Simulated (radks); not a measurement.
Valence configurations of the carbon ion C+ (all share [He]). Calculated with a radial shooting solver on a logarithmic mesh with Libxc functionals: Dirac Kohn-Sham, PBE, spin-unpolarised, spherical densities, finite nucleus; open shells are shared between the two j in proportion to 2j + 1; Fermi nuclear charge, rms radius 2.4702 fm. Order these by energy: 2s1.5 2p1.5; 2s0.5 2p2.5; 2s1 2p2; 2s2 2p1; 2p3.

Answer. From the lowest, in eV above it: 2s2 2p1 0.000; 2s1.5 2p1.5 4.377; 2s1 2p2 8.754; 2s0.5 2p2.5 13.131; 2p3 17.507. NIST lists [He] 2s2 2p1 as the ground configuration; this level of theory agrees among the configurations tried. The energies are those of spherical spin-averaged densities, not of single terms.
